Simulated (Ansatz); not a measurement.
Reaction (formal exchange of groups at a B–H bond): `B1N[SiH2]1` + `CCCC(C)CC` → `CB1N[SiH2]1` + `CCCCCC`

Isolated molecules relaxed with PBE0-D4/def2-TZVP in Ansatz; ΔE leaves out vibrations. CCSD(T)/CBS is the MP2 limit (def2-TZVPP, def2-QZVPP) plus CCSD(T) − MP2 in def2-TZVPP, frozen cores. DFT in def2-TZVPP. One conformer a species, not always the lowest.

`B1N[SiH2]1`:

Cartesian coordinates in Å:
```
B -0.359 0.828 -0.707
N -0.400 -0.542 -0.567
Si 0.509 0.033 0.821
H -0.765 1.626 -1.486
H -0.782 -1.329 -1.068
H 1.928 -0.404 0.869
H -0.132 -0.213 2.139
```

`CCCC(C)CC`:

```xyz
23

C     2.081   -2.285    1.235
C     1.686   -0.908    0.727
C     0.217   -0.830    0.342
C    -0.276    0.552   -0.079
C     0.425    1.043   -1.339
C    -1.794    0.534   -0.247
C    -2.427    1.894   -0.490
H     1.499   -2.561    2.118
H     1.905   -3.050    0.473
H     3.139   -2.325    1.507
H     1.896   -0.157    1.498
H     2.314   -0.648   -0.130
H    -0.384   -1.169    1.195
H     0.016   -1.542   -0.469
H    -0.042    1.252    0.736
H     1.507    1.092   -1.207
H     0.220    0.370   -2.178
H     0.090    2.042   -1.625
H    -2.049   -0.144   -1.071
H    -2.235    0.092    0.654
H    -2.105    2.333   -1.436
H    -3.516    1.819   -0.521
H    -2.166    2.596    0.307
```

`CB1N[SiH2]1`:

```xyz
10

C     1.203    0.643   -1.083
B     0.134    0.083   -0.107
N    -0.825   -0.911   -0.076
Si   -0.943   -0.131    1.492
H     1.035    1.709   -1.261
H     2.199    0.564   -0.638
H     1.214    0.128   -2.047
H    -1.172   -1.631   -0.692
H    -2.239    0.548    1.760
H    -0.607   -1.000    2.652
```

`CCCCCC`:

Cartesian coordinates in Å:
```
C 2.211 -0.045 0.967
C 1.300 -0.902 0.103
C -0.129 -1.005 0.625
C -0.873 0.322 0.743
C -0.973 1.124 -0.550
C -1.694 0.397 -1.673
H 1.884 0.998 0.992
H 3.237 -0.056 0.592
H 2.230 -0.408 1.999
H 1.716 -1.912 0.032
H 1.293 -0.511 -0.920
H -0.111 -1.481 1.613
H -0.694 -1.684 -0.022
H -0.394 0.942 1.508
H -1.885 0.121 1.113
H 0.030 1.412 -0.886
H -1.494 2.063 -0.335
H -1.801 1.035 -2.553
H -1.157 -0.502 -1.985
H -2.696 0.090 -1.361
```

```json
{"level": "r2SCAN-D4", "ΔE (eV)": "-0.50"}
{"level": "PBE", "ΔE (eV)": "-0.51"}
{"level": "CCSD/def2-TZVPP", "ΔE (eV)": "-0.44"}
{"level": "HF/def2-QZVPP", "ΔE (eV)": "-0.46"}
{"level": "MP2/def2-QZVPP", "ΔE (eV)": "-0.44"}
{"level": "HF/CBS(def2)", "ΔE (eV)": "-0.46"}
{"level": "MP2/CBS(def2)", "ΔE (eV)": "-0.44"}
{"level": "CCSD/CBS(def2)", "ΔE (eV)": "-0.44"}
```

**Question.** What does CCSD(T)/CBS give? (Best estimate.)

**Answer.** Computed: -0.43 eV. The listed levels differ from it by -0.07, -0.08, -0.01, -0.03, -0.01, -0.03, -0.01, -0.01 eV.

Largest T1 diagnostic among the species: 0.014.
